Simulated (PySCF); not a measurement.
An equivalent PySCF input for Si³⁺ (silicon, charge +3), [Ne] 3s1, 2S determinant, with the spin-free X2C one-electron Hamiltonian (Gaussian nucleus):

```python
from pyscf import gto, scf, dft, mp, cc
import basis_set_exchange as bse
mol = gto.M(atom="Si 0 0 0", charge=3, spin=1, symmetry="D2h",
            basis=gto.basis.parse(bse.get_basis("aug-cc-pVTZ-DK", elements=["Si"], fmt="nwchem")),
            nucmod="G")
mf = dft.UKS(mol, xc="PBE").sfx2c1e()
mf.irrep_nelec = {'Ag': (3, 2), 'B1u': (1, 1), 'B2u': (1, 1), 'B3u': (1, 1)}
mf.kernel()
```

It reaches the same state as the run whose output follows, with an energy that differs only through the grid. The run itself started from symmetry-adapted Hartree-Fock orbitals and held the occupation by maximum overlap, on a logarithmic radial grid, so the iterations belong to that start.

```
SCF conv_tol = 1e-09
number electrons alpha = 6  beta = 5
XC functionals = PBE
    J. P. Perdew, K. Burke, and M. Ernzerhof.,  Phys. Rev. Lett. 77, 3865 (1996)
    J. P. Perdew, K. Burke, and M. Ernzerhof.,  Phys. Rev. Lett. 78, 1396 (1997)
    J. P. Perdew, K. Burke, and M. Ernzerhof.,  Phys. Rev. Lett. 77, 3865 (1996)
    J. P. Perdew, K. Burke, and M. Ernzerhof.,  Phys. Rev. Lett. 78, 1396 (1997)
cycle= 1 E= -287.70493175144  delta_E= -0.003  |g|= 0.0327  |ddm|= 0.29
cycle= 2 E= -287.705048405242  delta_E= -0.000117  |g|= 0.0145  |ddm|= 0.0452
cycle= 3 E= -287.705077054176  delta_E= -2.86e-05  |g|= 2.4e-05  |ddm|= 0.0121
cycle= 4 E= -287.705077054283  delta_E= -1.07e-10  |g|= 8.12e-07  |ddm|= 7.34e-05
converged SCF energy = -287.705077054283  <S^2> = 0.75002497  2S+1 = 2.000025
```
